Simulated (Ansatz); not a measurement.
`[SiH3][SiH2][GeH2][GeH2][SiH2][GeH3]` + `B[SiH2][GeH3]` → `[GeH3][SiH2][GeH2][SiH2][GeH3]` + `[BH2][GeH2][SiH2][SiH3]`  (redistribution)

Calculated with Ansatz (gas phase, PBE0-D4/def2-TZVP geometries, no zero-point term in ΔE). CCSD(T)/CBS adds triple-zeta CCSD(T) − MP2 to the extrapolated MP2 energy (def2 sets, frozen cores). DFT in def2-TZVPP. For Ge outer-core shells are correlated without core-valence functions, which leaves a few kJ/mol of doubt a bond. Scalar relativity is left out up to krypton. Each species was taken in one conformer, which may not be the lowest.

`[SiH3][SiH2][GeH2][GeH2][SiH2][GeH3]`:

Cartesian coordinates in Å:
```
Si -1.474 2.257 -0.366
Si 0.724 2.386 0.421
Ge 2.080 0.591 -0.364
Ge 1.720 -1.422 0.945
Si -0.603 -1.919 1.062
Ge -1.503 -1.998 -1.139
H -2.151 1.038 0.151
H -1.475 2.208 -1.853
H -2.249 3.449 0.075
H 1.310 3.681 -0.027
H 0.725 2.374 1.911
H 1.751 0.298 -1.840
H 3.567 0.987 -0.287
H 2.300 -1.209 2.357
H 2.474 -2.597 0.294
H -0.834 -3.221 1.747
H -1.281 -0.852 1.848
H -0.987 -3.251 -1.868
H -3.040 -2.035 -1.125
H -1.053 -0.764 -1.941
```

`B[SiH2][GeH3]`:

Z-matrix (Å, degrees):
```
Si
Ge 1 2.400
B 1 1.985 2 101.7
H 1 1.488 2 107.0 3 -121.5
H 1 1.488 2 107.0 3 121.5
H 2 1.538 1 109.7 3 179.5
H 2 1.538 1 110.8 3 59.7
H 2 1.538 1 110.8 3 -60.7
H 3 1.196 1 120.8 2 86.7
H 3 1.196 1 120.8 2 -86.8
```

`[GeH3][SiH2][GeH2][SiH2][GeH3]`:

Cartesian coordinates in Å:
```
Ge -0.865 0.031 2.530
Si 0.923 1.111 1.393
Ge 1.880 -0.382 -0.196
Si 0.126 -1.325 -1.502
Ge -1.292 0.407 -2.305
H -0.353 -1.222 3.259
H -1.522 0.963 3.562
H -1.939 -0.408 1.519
H 0.394 2.302 0.672
H 1.944 1.573 2.373
H 2.865 0.371 -1.110
H 2.660 -1.493 0.533
H -0.668 -2.247 -0.643
H 0.673 -2.106 -2.646
H -2.444 -0.154 -3.154
H -1.894 1.182 -1.119
H -0.488 1.397 -3.165
```

`[BH2][GeH2][SiH2][SiH3]`:

```xyz
13

B    -1.411   -0.478    1.830
Ge   -1.732   -0.115   -0.152
Si    0.255    1.000   -0.901
Si    2.121   -0.340   -0.480
H    -1.723    0.326    2.656
H    -0.827   -1.460    2.176
H    -2.930    0.804   -0.455
H    -1.863   -1.388   -1.009
H     0.398    2.296   -0.180
H     0.139    1.289   -2.357
H     1.962   -1.655   -1.156
H     2.232   -0.575    0.986
H     3.379    0.295   -0.958
```

| level | ΔE (kJ/mol) |
| --- | --- |
| PBE | 6.5 |
| MP2/def2-TZVPP | 7.9 |
| MP2/def2-QZVPP | 6.9 |
| HF/CBS(def2) | 4.9 |

(1) What does CCSD(T)/CBS give? (Best estimate.)

Largest T1 diagnostic among the species: 0.013.

Answers

(1) Ansatz gave: +6.1 kJ/mol. The listed levels differ from it by 0.4, 1.8, 0.8, -1.2 kJ/mol.

The D4 term adds +5.1 kJ/mol with B3LYP and +3.2 kJ/mol with PBE0; it sums over pairs of atoms, weighted by their polarisabilities, and B3LYP, whose exchange is more repulsive, gets the larger term. In def2-TZVPP, CCSD(T) changes the Hartree–Fock value by +3.1 kJ/mol (the triples alone add +0.6 kJ/mol) and MP2 by +3.1 kJ/mol.

B3LYP here is the variant with VWN-RPA as its local correlation; programs differ in this.
